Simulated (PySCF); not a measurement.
Distances in Å between the heavy atoms of a computed structure (PBE0-D3(BJ)/def2-SVP; lower triangle, same order across):
```
F1    0.00
Si2   1.62  0.00
Ge3   3.25  2.39  0.00
F4    3.91  3.49  1.72  0.00
F5    3.91  3.47  1.72  2.74  0.00
F6    4.69  3.40  1.73  2.74  2.74  0.00
```

Hydrogens: 2 on Si2.

Charge 0, singlet.

Question: Which heavy atoms are bonded, and with what formal order?

Answer: F1–Si2 (single); Si2–Ge3 (single); Ge3–F4 (single); Ge3–F5 (single); Ge3–F6 (single).

Question: Give the structure as a SMILES string.

Answer: `F[SiH2][Ge]([F])([F])[F]`, F4GeH2Si.

Question: Describe the place of each heavy atom.

Answer: F1: silicon-bound fluorine; Si2: fluorine-bound silicon; Ge3: germanium bonded to 3 F and Si; F4/F5/F6: fluorine bonded to Ge.

Conformer computed: `[F:1][SiH2:2][Ge:3]([F:4])([F:5])[F:6]`: F1–Si2–Ge3–F4 -60°.
